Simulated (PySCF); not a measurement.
BrZn, charge +1. Atoms are numbered in the order given.

```xyz
2

Zn     0.0000     0.0000    -1.1805
Br     0.0000     0.0000     1.0119
```
Charge +1, spin multiplicity 1.

Coordinates come from a PBE0-D3(BJ)/def2-TZVP optimisation. The multiplicity is an assumed one; other spin states were not compared.

Calculation: PBE0-D3(BJ)/def2-TZVP (PySCF).

Frequencies are harmonic and unscaled.

```tsv
mode	ν (cm⁻¹)	IR (km/mol)	Raman (Å⁴/amu)	depolarisation	moving atoms (share of kinetic energy)
1	337	9.1	15.4	0.20	Zn 55 %, Br 45 %
```
